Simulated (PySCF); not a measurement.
An unknown shows these calculated signals:

1H NMR (400 MHz, computed): δ 3.74 (d, 1H), 1.04 (s, 9H), 0.96 (br s, 1H), 0.59 (m, 1H), 0.57 (m, 1H), 0.18 (m, 1H), 0.18 (m, 1H), -0.45 (m, 1H).

13C{1H} NMR (computed): δ 26.4 (CH3), 18.7 (C), 1.1 (CH2), 0.5 (CH2), -6.0 (CH).

Theory: shieldings: GIAO CAM-B3LYP/pcSseg-1, geometry: PBE0-D3(BJ)/def2-SVP, in PySCF 2.14.0 with density-fitted response routines (equivalent nuclei averaged, one conformer, no relativistic terms, no solvent model).

Shifts are taken against calculated references (same method and geometry level): 1H (31.33 ppm), 13C (182.45 ppm) against TMS.

**Question.** Which of these does the molecule contain: a CH3CH2 unit, an OH group, a Si–H bond, an aldehyde, a ketone, a tert-butyl group?

**Answer.** 
- A CH3CH2 unit: no.
- An OH group: yes (δH 0.96 (br s)).
- A Si–H bond: yes (δH 3.74 (d)).
- An aldehyde: no.
- A ketone: no.
- A tert-butyl group: yes (δC 26.4, 18.7; δH 1.04 (s)).

The data belong to SMILES CC(C)(C)[Si@@H](O)C1CC1, C7H16OSi; they needn't prove each group on their own.

Carbon signals by region: 5 below 50 ppm.

OH and NH positions are those of a molecule without intermolecular hydrogen bonds; in solution they move with solvent, concentration and temperature, and exchange usually removes their couplings. Shifts are as computed, not scaled to solution data. Of 1211 compounds with measured shifts, 218 miss one by over three times the rms of a fit or turn the order of signals round; such compounds aren't used in these exercises. No couplings were computed; multiplicities are counted from neighbouring protons, with m where these are inequivalent, close in shift, in a saturated or five-membered ring or joined by F or P, and br s for small geminal =CH2 splittings.
